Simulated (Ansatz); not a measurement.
C$_{2}$H$_{8}$InNO, singlet, geometry from GFN2-xTB (such geometries of metal compounds can be far from the true shape) (core potentials on In); CAM-B3LYP/def2-TZVPPD (Ansatz, a quantum-chemistry and plane-wave program).

Here is a job for Ansatz.
Ansatz 0.2 input:
```yaml
crystal:
  periodic: [false, false, false]
  atoms:
    - {symbol: In, position_ang: [0.05096405, -0.00563229, 0.31393844]}
    - {symbol: C, position_ang: [0.64449659, -0.93865233, -1.64928978]}
    - {symbol: C, position_ang: [-0.12362559, -0.27557902, -2.77205180]}
    - {symbol: H, position_ang: [0.43430058, -2.00558241, -1.57519881]}
    - {symbol: H, position_ang: [1.71921740, -0.79218087, -1.75407141]}
    - {symbol: H, position_ang: [0.02757131, 0.80322040, -2.75177969]}
    - {symbol: H, position_ang: [-1.19274566, -0.46817893, -2.67840628]}
    - {symbol: H, position_ang: [0.21308763, -0.65515312, -3.73895927]}
    - {symbol: O, position_ang: [-0.71535934, 1.79789318, 0.14965259]}
    - {symbol: H, position_ang: [-1.11369531, 2.12707012, 0.95328597]}
    - {symbol: N, position_ang: [-0.09705965, -0.64142846, 2.29526463]}
    - {symbol: H, position_ang: [0.20242159, 0.10130133, 2.92223577]}
    - {symbol: H, position_ang: [0.48967005, -1.44227246, 2.50388636]}
basis:
  gaussian:
    orbitals: def2-TZVPPD.json
hamiltonian:
  xc: cam_b3lyp
```
The basis file holds def2-TZVPPD in the JSON format of the Basis Set Exchange.

The log (banner, timings and long lists left out):

```
Functional definition: CAM-B3LYP
1689 factors; their error is unknown
565 factors; integrals over basis functions are off by at most 2.2e-5 eV
mean field evaluation 1: about -10898.4849 eV, gradient 9.4e1 eV
mean field evaluation 2: about -10881.6208 eV, gradient 1.3e2 eV
mean field evaluation 4: about -10915.2230 eV, gradient 7.0e0 eV
mean field evaluation 8: about -10915.3185 eV, gradient 2.1e-1 eV
mean field evaluation 16: about -10915.3295 eV, gradient 2.4e-4 eV
mean field -10915.32953946 eV, -401.1309618990 hartree, gradient 1.9e-5 eV, S^2 0.000000; 0 other end points of the search recorded, 0 dependent functions left out
reference -10915.32971069 eV, -401.1309681918 hartree; 28, 28 occupied and 315, 315 virtual orbitals, 1689 factors
Total energy: -10915.32971069 eV, -401.1309681918 hartree
```
